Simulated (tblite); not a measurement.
**Question.** Give a GFN2-xTB geometry of `Cl[Si@@H]1COC[C@H](C2CC2)O1`.

**Answer.** 
```
atom  x, y, z in Å
Cl1    2.1562    1.0601   -2.9919
Si2    1.9735    0.9937   -1.0039
C3     2.7741   -0.5433   -0.1992
O4     2.0146   -0.8641    0.9675
C5     0.6605   -1.1090    0.6974
C6    -0.1357    0.1694    0.4079
C7    -1.5939   -0.1328    0.1724
C8    -2.5304   -0.2302    1.3390
C9    -2.6207    0.9350    0.4046
O10    0.3861    0.8109   -0.7411
H11    2.4635    2.2174   -0.3770
H12    3.7895   -0.3877    0.1623
H13    2.7879   -1.4175   -0.8672
H14    0.5586   -1.7889   -0.1616
H15    0.2549   -1.5923    1.5890
H16   -0.0218    0.8520    1.2600
H17   -1.7543   -0.8033   -0.6625
H18   -2.1279   -0.0617    2.3262
H19   -3.3059   -0.9795    1.3092
H20   -2.2788    1.8967    0.7541
H21   -3.4588    0.9924   -0.2717
```

Orientation and origin are arbitrary. Atoms count from 1 in this order. The 3-membered ring C7–C8–C9 has internal angles of 59.9° to 60.1°. The 5 C–C bonds span 1.496 Å (C8–C9, drawn single) to 1.534 Å (C5–C6, drawn single), a spread of 0.038 Å. Si2 (chlorine-bound silicon) is distorted tetrahedral (angles from 104.6° to 114.1°). The C–O distances run from 1.402 Å (O4–C5, drawn single) to 1.429 Å (C3–O4, drawn single), a spread of 0.027 Å.

Bonds between heavy atoms (Å): Cl1–Si2 1.997, Si2–C3 1.911, C3–O4 1.429, O4–C5 1.402, C5–C6 1.534, C6–C7 1.508, C7–C8 1.499, C8–C9 1.496, C6–O10 1.416, Si2–O10 1.619, C7–C9 1.500.

Structure optimised with GFN2-xTB, isolated species.

Point group: C1 (no symmetry element, even within 0.4 Å). Its GFN2-xTB frequencies are all real (lowest 45 cm⁻¹). One conformer, not necessarily the lowest (C5–C6–C7–C8 86°, Cl1–Si2–C3–O4 -149°, Si2–C3–O4–C5 58°, C3–O4–C5–C6 -75°, O4–C5–C6–C7 -178°).

The numbers are calculated, not measured.
